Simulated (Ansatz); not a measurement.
PBE exchange is replaced step by step with exact exchange (0 % is PBE, 25 % PBE0; no dispersion term), basis def2-TZVP, Ansatz. System: the cluster Cr2O. The state is a singlet with charge 0. Geometry: PBE-D4/def2-TZVP.

Geometry of the singlet:

Cartesian coordinates in Å:
```
Cr 0.933 -0.157 0.180
Cr -0.515 0.359 0.832
O -0.418 -0.202 -1.012
```

At PBE-D4/def2-TZVP, PBE0-D4/def2-TZVP the restricted singlet is unstable: a solution with broken spin symmetry lies lower. The restricted singlet is unstable towards broken spin symmetry at other levels; at PBE with 5 % exact exchange/def2-TZVP, PBE with 10 % exact exchange/def2-TZVP, PBE with 15 % exact exchange/def2-TZVP, PBE with 35 % exact exchange/def2-TZVP and others this wasn't settled. The geometry of the singlet was relaxed on an unsound state (restricted singlet, unstable towards broken spin symmetry). At PBE0-D4/def2-TZVP a triplet of charge 0 lies 2.05 eV below the restricted singlet, each at its own geometry. That triplet is doubtful there (⟨S²⟩ 3.57, where a pure state has 2.00). The structure comes from a short search, and lower isomers may exist.

```json
{"exact exchange (%)": "0", "HOMO (eV)": "-3.75", "LUMO (eV)": "-3.23", "gap (eV)": "0.53"}
{"exact exchange (%)": "5", "HOMO (eV)": "-3.98", "LUMO (eV)": "-3.05", "gap (eV)": "0.93"}
{"exact exchange (%)": "10", "HOMO (eV)": "-4.20", "LUMO (eV)": "-2.87", "gap (eV)": "1.33"}
{"exact exchange (%)": "25", "HOMO (eV)": "-4.97", "LUMO (eV)": "-2.06", "gap (eV)": "2.90"}
{"exact exchange (%)": "35", "HOMO (eV)": "-5.70", "LUMO (eV)": "-1.71", "gap (eV)": "3.99"}
{"exact exchange (%)": "50", "HOMO (eV)": "-6.32", "LUMO (eV)": "-1.21", "gap (eV)": "5.10"}
```

(1) Estimate the row for 15 %.

Answers

(1) 
```csv
exact exchange (%),HOMO (eV),LUMO (eV),gap (eV)
15,-4.43,-2.65,1.78
```
